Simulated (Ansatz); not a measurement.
Coupled-cluster run, CH4GeO (`[CH3][Ge][OH]`).

```yaml
crystal:
  periodic: [false, false, false]
  atoms:
    - {symbol: C, position_ang: [-0.686480, 0.424364, -0.301775]}
    - {symbol: Ge, position_ang: [1.294470, 0.428640, -0.596621]}
    - {symbol: O, position_ang: [1.703986, -0.887359, 0.547802]}
    - {symbol: H, position_ang: [-1.096532, -0.562316, -0.544962]}
    - {symbol: H, position_ang: [-1.198970, 1.171364, -0.910901]}
    - {symbol: H, position_ang: [-0.905867, 0.626637, 0.752638]}
    - {symbol: H, position_ang: [0.950592, -1.269432, 1.008116]}
basis:
  gaussian: {orbitals: def2-QZVPP}
correlation: {method: ccsd_t}
```

```sh
$ ansatz run in.yaml --threads 2 --pin off --events-out ev --progress --plain --max-ram 32768MiB --backend cuda --devices 0, --max-vram 18GiB
```

Output of Ansatz, abridged:

```
Functional definition: HF
2009 factors; integrals over basis functions are off by at most 8.5e-4 eV
mean field evaluation 1: about -59602.8789 eV, gradient 4.6e1 eV
mean field evaluation 2: about -59602.9426 eV, gradient 4.6e1 eV
mean field evaluation 4: about -59607.3598 eV, gradient 4.5e0 eV
mean field evaluation 8: about -59607.4389 eV, gradient 3.9e-1 eV
mean field -59607.43978957 eV, -2190.5330088928 hartree, gradient 1.8e-6 eV, S^2 0.000000; 0 other end points of the search recorded, 0 dependent functions left out
11 core orbitals not correlated: weight in the atoms' cores, before any rotation towards them, 1.000 or more for the frozen orbitals, at most 0.000 for the correlated occupied ones
reference -59607.43978957 eV, -2190.5330088928 hartree; 14, 14 occupied and 298, 298 virtual orbitals, 2009 factors
second order -25.93805591 eV of doubles, -0.00000000 eV of singles
cycle   1  -25.03590284 eV  change    9.0e-1 eV  update   1.1e-1
cycle   2  -25.59374552 eV  change   -5.6e-1 eV  update   3.5e-2
cycle   3  -25.71481692 eV  change   -1.2e-1 eV  update   2.0e-2
cycle   4  -25.69372008 eV  change    2.1e-2 eV  update   5.9e-3
cycle   5  -25.68892286 eV  change    4.8e-3 eV  update   3.1e-3
cycle   6  -25.69101272 eV  change   -2.1e-3 eV  update   1.1e-3
cycle   7  -25.69081667 eV  change    2.0e-4 eV  update   4.7e-4
cycle   8  -25.69064104 eV  change    1.8e-4 eV  update   1.3e-4
cycle   9  -25.69069324 eV  change   -5.2e-5 eV  update   4.9e-5
cycle  10  -25.69071978 eV  change   -2.7e-5 eV  update   1.7e-5
perturbative correction -0.88324907 eV, -0.0324588046 hartree
Total energy: -59634.01375842 eV, -2191.5095842356 hartree
```

Run time 9 s (2 threads of an AMD EPYC 7R13 on a shared host and a share of an NVIDIA H100 80 GB); peak host memory 0.85 GiB.

The correlation energy is -26.574 eV, 3.3 % of it from (T); the T1 diagnostic reads 0.0147.
